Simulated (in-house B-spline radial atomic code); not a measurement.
Settings and results of a run for V6+. Computed with a B-spline radial code for spherical atoms: non-relativistic HSE06, spin-polarised, spherical fractional occupations, point nucleus.

Command:
```bash
python run_scf.py task.json out
```
Settings:
```
Z                23
configuration    [Ne] 3s2 3p5
hamiltonian      nr
method           hse06
spin_polarised   True
```

Output (hartree, bohr):
```
 radial grid: 44 intervals, B-splines of order 8, outer radius 10.2985 bohr

 iter        energy (Eh)    residual
    1        -928.249594    4.51e-01
    2        -932.526276    1.72e-01
    3        -932.860862    5.76e-02
    4        -932.905174    1.92e-02
    5        -932.911184    6.75e-03
    6        -932.911728    1.77e-04
    7        -932.911728    1.24e-05
    8        -932.911728    7.20e-07
    9        -932.911728    1.49e-08

 total energy                      -932.91173
 kinetic                             932.2521
 electron-nucleus                  -2143.9219
 Hartree                             320.4500
 exact exchange                       -9.9685
 exchange-correlation                -31.7235

 orbital      occ     eigenvalue          <r>       <r^2>       <1/r>       r_max
 1s up      1.000      -201.2409    0.0670373  0.00602983     22.5262      0.0441
 1s down    1.000      -201.2195    0.0670318  0.00602876     22.5277      0.0441
 2s up      1.000       -26.4658     0.309868    0.113337     4.75256      0.2576
 2s down    1.000       -26.4493     0.309786    0.113241     4.75225      0.2577
 2p up      3.000       -22.9383     0.274224   0.0924538     4.68512       0.209
 2p down    3.000       -22.9106     0.274322   0.0924986     4.68289      0.2092
 3s up      1.000        -6.3310     0.892524    0.908628     1.57604      0.7991
 3s down    1.000        -6.2242     0.895097    0.914407     1.57127      0.7997
 3p up      3.000        -5.2881     0.917887    0.974132     1.48398      0.8071
 3p down    2.000        -5.1505      0.92331    0.986668     1.47602      0.8092
```

Time taken, with all properties: 0.23 s on 1 thread of Arm Neoverse V2 (shared host).

Caution: exact exchange at fractional occupations of open shells leaves self-interaction of up to several eV.
